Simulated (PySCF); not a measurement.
diethyl ether (C₄H₁₀O), SMILES C(OCC)C.

Geometry: PBE0-D3(BJ)/def2-SVP. Other conformers were not sampled.

These are TDDFT-ωB97X/def2-SVPD in PySCF values and carry that method's errors.

Vertical excitations. The molecule is in vacuum.

List the lowest excited states. (An estimate is asked for; the answer gives what the named calculation found.)


```tsv
state	energy (eV)	λ (nm)	f	main pairs
S1	7.74	160	0.021	HOMO→LUMO 82 %
S2	8.52	145	0.008	HOMO→LUMO+2 62 %, HOMO→LUMO+1 11 %
S3	8.66	143	0.026	HOMO→LUMO+1 60 %, HOMO→LUMO+2 12 %
S4	8.80	141	0.067	HOMO→LUMO+3 65 %, HOMO→LUMO+4 14 %, HOMO→LUMO+1 10 %
S5	9.20	135	0.004	HOMO−1→LUMO 72 %
S6	9.34	133	0.019	HOMO→LUMO+9 21 %, HOMO→LUMO+6 15 %, HOMO→LUMO+4 15 %, HOMO→LUMO+5 13 %
S7	9.54	130	0.005	HOMO→LUMO+6 47 %, HOMO→LUMO+4 18 %, HOMO→LUMO+5 17 %
S8	9.86	126	0.027	HOMO−1→LUMO+1 35 %, HOMO−2→LUMO 31 %
S9	9.98	124	0.009	HOMO−1→LUMO+2 61 %
S10	10.10	123	0.100	HOMO→LUMO+5 34 %, HOMO→LUMO+4 23 %, HOMO→LUMO+7 7 %, HOMO→LUMO+3 6 %
T1	7.68	162	0	HOMO→LUMO 79 %
T2	8.38	148	0	HOMO→LUMO+2 42 %, HOMO→LUMO+5 13 %, HOMO→LUMO+3 9 %, HOMO→LUMO+1 9 %
T3	8.58	145	0	HOMO→LUMO+1 60 %, HOMO→LUMO+2 10 %
T4	8.75	142	0	HOMO→LUMO+3 46 %, HOMO→LUMO+4 17 %, HOMO→LUMO+1 11 %, HOMO→LUMO+2 9 %
```
Triplets are in the Tamm–Dancoff approximation, which puts them higher than full response would, so one can lie above its singlet here.
